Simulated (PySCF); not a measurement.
**Bi: excitation energy**

Bi [Xe] 4f14 5d10 6s2 6p3 (4S) → Bi [Xe] 4f14 5d10 6s2 6p2 7s1 (4P), as a difference of total energies. Calculation: PySCF 2.14, in aug-cc-pVTZ-PP with ECP60MDF (6s5p4d2f, 55 functions); a scalar-relativistic core potential. Correlated levels: valence: 5s2 5p6 5d10 frozen. The calculations carry no spin-orbit coupling.

```csv
method,excitation energy (eV)
UHF,5.225
PBE,5.090
PBE0,5.243
r2SCAN,5.467
MN15,5.347
TPSS,5.225
r2SCANh,5.484
PW91,5.133
MP2 (valence),5.327
```

Estimate what LDA gives.

5.176 eV, closest to PW91 among the rows shown.

Estimate what SCS-MP2 (valence) gives.

5.306 eV, closest to MP2 (valence) among the rows shown.

Spin-orbit coupling is strong in these open shells (close to jj coupling). The scalar numbers leave it out and a first-order estimate fails, so it can dominate the gap to the real levels.

The promoted electron is Rydberg-like, and one or two diffuse shells describe it only roughly, which tends to raise the upper state.
